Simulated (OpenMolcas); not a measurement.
## Ce3+: effect of the metal basis and ligand basis

Ce3+ with 6 ligands (chloride) in octahedral coordination (Oh) at 2.77 Å. A charge of +0.5 e stands 3.2 Å behind each ligand.

```yaml
Program: OpenMolcas
Method: CASSCF
Spin-orbit_coupling: state interaction with AMFI integrals over the reference wave functions
```

Fixed: active space 1 electron in 7 orbitals (4f), DKH2 Hamiltonian.

States (labels of O, the rotations of Oh). Energies in cm-1 above the lowest state or level, χT in cm3 K/mol.

| Run | Metal basis | Ligand basis | Ground state | First state of that spin | First gap with spin-orbit (degeneracies) | Width of lowest J | χT at 300 K | Cost |
| --- | --- | --- | --- | --- | --- | --- | --- | --- |
| A | ANO-RCC-VDZP | ANO-RCC-VDZP | 2A2 | 2T2 254.2 | 443.2 (2, 4) | 443 | 0.640 | roughly 10 core-seconds |
| B | ANO-RCC-VTZP | ANO-RCC-VTZP | 2A2 | 2T2 272.1 | 454.7 (2, 4) | 455 | 0.634 | roughly 2.6 core-minutes |

Against A, the width of the lowest J multiplet changes by +2.7 % in B.

Costs are those of the RASSCF and RASSI steps.

No measured value stands beside these numbers; the geometry was imposed, not optimised, and the real ion may take another.
